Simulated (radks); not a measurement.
The numbers below are computed, except where a source is named.
Task: The table gives one normalised radial function P(r) = r R(r) of Au50+ in [Ar] 3d10 4s1 (r in bohr). Code: a radial shooting solver on a logarithmic mesh with Libxc functionals. Model: non-relativistic Kohn-Sham, LDA (Slater exchange, Perdew-Wang correlation), spin-unpolarised, spherical densities, point nucleus; relativity is left out, which matters for an element this heavy.

r	P
0.001999	0.0002
0.002272	0.0003
0.002582	0.0004
0.002935	0.0006
0.003336	0.0009
0.003761	0.0012
0.004274	0.0018
0.004858	0.0026
0.005521	0.0037
0.006275	0.0053
0.007132	0.0077
0.008106	0.0110
0.009213	0.0157
0.01047	0.0222
0.01181	0.0308
0.01342	0.0434
0.01525	0.0608
0.01733	0.0847
0.0197	0.1171
0.02239	0.1607
0.02545	0.2185
0.02892	0.2943
0.03287	0.3918
0.03706	0.5067
0.04212	0.6575
0.04788	0.8399
0.05441	1.0541
0.06185	1.2972
0.07029	1.5616
0.07989	1.8341
0.0908	2.0956
0.1032	2.3220
0.1164	2.4782
0.1322	2.5603
0.1503	2.5353
0.1708	2.3944
0.1942	2.1447
0.2207	1.8100
0.2508	1.4284
0.285	1.0447
0.324	0.7010
0.3653	0.4412
0.4151	0.2419
0.4718	0.1169
0.5363	0.0489
0.6095	0.0174
0.6927	0.0051
0.7873	0.0012
0.8948	0.0002
1.017	0.0000
1.147	0.0000
1.303	0.0000
1.481	0.0000
1.684	0.0000
1.913	0.0000

Which n and l does it have? It may be an empty orbital.

Result: n = 3, l = 2: the number of nodes gives n - l - 1 = 0, the rise at small r (about r^(l+1)) gives l, and the extent must fit the shell. The curve is that of 3d. 3d: eigenvalue -4755.8 eV, 0 radial nodes, <r> = 0.164 bohr, 90 % of the charge inside 0.252 bohr.
